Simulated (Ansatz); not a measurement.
Reaction (ligand exchange at a B–O bond): `NB(O)F` + H₂S → `NB(F)S` + H₂O

Gas-phase electronic energies from Ansatz, PBE0-D4/def2-TZVP geometries. CBS: MP2 limit from def2 TZ/QZ plus the TZ coupled-cluster correction, frozen cores. This one scheme is used for every species. Functionals use def2-TZVPP. B3LYP here is the variant with VWN-RPA as its local correlation; programs differ in this. Each species was taken in one conformer, which may not be the lowest.

**Question.** Is it downhill or uphill in electronic energy at CCSD(T)/CBS, and by how much? (Best estimate.)

**Answer.** Computed: Uphill: ΔE = +12.8 kcal/mol.

**Question.** What do these levels give: PBE-D4, r2SCAN-D4, B3LYP-D4, ωB97M-V, B2PLYP, PBE, r2SCAN, MP2/def2-TZVPP, SCS-MP2/def2-TZVPP, CCSD/def2-TZVPP, HF/def2-QZVPP, MP2/def2-QZVPP? (Best estimate.)

**Answer.** The calculation gave: PBE-D4 11.2, r2SCAN-D4 13.1, B3LYP-D4 13.8, ωB97M-V 13.8, B2PLYP 14.2, PBE 11.8, r2SCAN 13.2, MP2/def2-TZVPP 12.6, SCS-MP2/def2-TZVPP 13.7, CCSD/def2-TZVPP 14.6, HF/def2-QZVPP 18.1, MP2/def2-QZVPP 12.2 kcal/mol.

Largest T1 diagnostic among the species: 0.012.

The D4 term adds −1.0 kcal/mol with B3LYP and −0.5 kcal/mol with PBE0; it sums over pairs of atoms, weighted by their polarisabilities, and B3LYP, whose exchange is more repulsive, gets the larger term. In def2-TZVPP, CCSD(T) changes the Hartree–Fock value by −4.2 kcal/mol (the triples alone add −0.8 kcal/mol) and MP2 by −5.3 kcal/mol. From PBE to PBE0 (25 % exact exchange), in def2-TZVPP and without D4, ΔE moves by +0.9 kcal/mol.
